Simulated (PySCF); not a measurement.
CH2NO (SMILES [NH2+]=C=O), charge +1, singlet, at a GFN2-xTB geometry; PySCF with LC-WPBE/cc-pVDZ, TDDFT.

Input for PySCF:
```python
from pyscf import gto, scf, dft, tdscf

mol = gto.M(
    atom='''
N    -1.101139    0.012625   -0.053004
C     0.146739   -0.001682    0.007063
O     1.264590   -0.014499    0.060872
H    -1.635986    0.886283   -0.051278
H    -1.653191   -0.848572   -0.107050
''',
    basis='cc-pvdz',
    charge=1,
    spin=0,
    verbose=3,
)

mf = dft.RKS(mol)
mf.xc = 'lc_wpbe'
mf.kernel()
td = mf.TDDFT()
td.nstates = 10
td.kernel()
td.analyze()
```

### Question
Write the output that PySCF gives for this input, abridged.

### Answer

```
converged SCF energy = -168.871496503124
Excitation energies (eV)
[ 6.36202553  9.46831523 10.42808112 10.64543476 11.46757355 12.00759312
 12.3239299  13.04958059 13.05531707 13.94685068]

** Singlet excitation energies and oscillator strengths **
Excited State   1:      6.36203 eV    194.88 nm  f=0.0000
Excited State   2:      9.46832 eV    130.95 nm  f=0.0201
Excited State   3:     10.42808 eV    118.89 nm  f=0.0052
Excited State   4:     10.64543 eV    116.47 nm  f=0.0000
Excited State   5:     11.46757 eV    108.12 nm  f=0.0000
Excited State   6:     12.00759 eV    103.25 nm  f=0.0148
Excited State   7:     12.32393 eV    100.60 nm  f=0.6308
Excited State   8:     13.04958 eV     95.01 nm  f=0.0000
Excited State   9:     13.05532 eV     94.97 nm  f=0.0125
Excited State  10:     13.94685 eV     88.90 nm  f=0.0001
```
